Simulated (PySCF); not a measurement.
Two species compared at the same levels of theory.

First species: C2H14NPSi4.
Structure used (GFN2-xTB), in Å, numbered top down from 1:
```xyz
22
C2H14NPSi4 angstrom
C     -2.7700   -0.9985   -1.4487
Si    -1.7410   -0.4662    0.0670
Si    -1.2065    1.8372    0.0017
Si     1.0843    1.3425   -0.3288
C      2.2113    1.9286    1.0922
Si     0.5740   -0.9967   -0.1876
N      1.1809   -1.5505    1.3488
P      1.1103   -2.4628   -1.8485
H     -2.3298   -0.6081   -2.3626
H     -3.7906   -0.6315   -1.3987
H     -2.8138   -2.0799   -1.5461
H     -2.4921   -0.9869    1.2253
H     -1.8512    2.6282   -1.0586
H     -1.5156    2.6231    1.2045
H      1.7402    1.8497   -1.5537
H      3.2385    1.5984    0.9648
H      1.8518    1.5294    2.0355
H      2.2239    3.0112    1.1748
H      0.8437   -2.4320    1.7051
H      2.1745   -1.4997    1.5147
H      0.1644   -1.9496   -2.7145
H      2.1026   -1.6666   -2.3911
```

Second species: C5H9F3O.
SMILES: `CCCOC(F)(F)CF`

Levels: PBE0/pcSseg-1 for dipole moment, HOMO energy, LUMO energy and HOMO–LUMO gap; GFN2-xTB for rotational constant A and rotational constant C. Geometries: GFN2-xTB. All species are isolated and taken at one optimised geometry, non-relativistic unless stated; the electronic structure was computed with PySCF and density fitting.

The conformers computed, where there is a choice (atom-mapped SMILES and torsion angles):
- `[CH3:1][Si@@H:2]1[SiH2:3][Si@@H:4]([CH3:5])[Si:6]1([NH2:7])[PH2:8]`: H–N7–Si6–Si4 163°, H–N7–Si6–Si4 -63°, H–P8–Si6–Si4 -70°, H–P8–Si6–Si4 22°
- `[CH3:1][CH2:2][CH2:3][O:4][C:5]([F:6])([F:7])[CH2:8][F:9]`: C1–C2–C3–O4 -67°, C2–C3–O4–C5 180°, C3–O4–C5–F6 58°, O4–C5–C8–F9 -179°

Values for the first species:

| Item | Value |
| --- | --- |
| Dipole moment | 0.85 D |
| HOMO energy | -6.65 eV |
| LUMO energy | -1.30 eV |
| HOMO–LUMO gap | 5.35 eV |
| Rotational constant A | 0.863 GHz |
| Rotational constant C | 0.497 GHz |

Task: Estimate the same properties for the second species, and the change in each.

Result: 
```
             property      first     second  second less first
        dipole moment     0.85 D     3.17 D            +2.32 D
          HOMO energy   -6.65 eV   -9.05 eV           -2.40 eV
          LUMO energy   -1.30 eV    1.42 eV           +2.72 eV
        HOMO–LUMO gap    5.35 eV   10.47 eV           +5.12 eV
rotational constant A  0.863 GHz  3.372 GHz         +2.509 GHz
rotational constant C  0.497 GHz  0.760 GHz         +0.263 GHz
```

On the first: A dipole of 0.85 D is allowed in C1, and pure rotational transitions are dipole-allowed. The dipole equals about 2.9 × 10⁻³⁰ C·m (1 D = 3.33564 × 10⁻³⁰ C·m).

On the second: In atomic units the dipole is 1.25 e·bohr (1 au = 2.5417 D).
